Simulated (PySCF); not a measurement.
SMILES [SiH3]c1ccc(Cl)cc1 (C6H7ClSi) at its GFN2-xTB optimised geometry (Å):

```
15

Si     1.3600    -2.3545     0.0021
C      0.4046    -0.7257     0.0000
C     -0.9876    -0.7257     0.0000
C     -1.7131     0.4508     0.0000
C     -1.0367     1.6601     0.0001
Cl    -1.9312     3.1413    -0.0011
C      0.3477     1.6955     0.0004
C      1.0525     0.5053     0.0004
H      1.0376    -3.0941     1.2249
H      0.9590    -3.1413    -1.1667
H      2.7922    -2.0607    -0.0503
H     -1.5176    -1.6675    -0.0002
H     -2.7922     0.4351    -0.0003
H      0.8640     2.6431     0.0005
H      2.1324     0.5380     0.0007
```

Method: PBE0/def2-TZVP in PySCF. Cells within 0.4 Å of a nucleus heavier than hydrogen are left out (blank, or x).

Map of the electrostatic potential (hartree/e), clipped to [-0.08, 0.12] on the plane z = 0.0 Å:

```
|000000000000000111111111111|
|000001111000000111111111111|
|000001233200001111111111111|
|000001499940001122111111111|
|000002999994112332211111111|
|00000299xx99336974221111111|
|00000199xx99669996322111111|
|000000799999999997322111111|
|000000299999999995322211111|
|1111112599xx9xx996432221111|
|111124699999999999974221111|
|111249999x99999x99996321111|
|111259999x99999xx9997321111|
|112249999999999999995221111|
|11123468999x99x999643211111|
|1112223499xx99x998532211111|
|111122249999999999965311111|
|111122249999999999999821111|
|1111122499986999x9999921111|
|1111122357656999xx999621111|
|111111223333499999994211111|
|111111122222349999973111111|
|111111111122223588642111111|
|111111111111111233322111111|
|111111111111111111211111111|
|111111111111111111111111111|
|111111111111111111111111111|
```
Scale: ten equal steps from -0.014 (start of '0') to 0.120 (end of '9'), in the order '0123456789'; x runs from -5.50 to 5.50, y from -5.50 (bottom) to 5.50 (top).
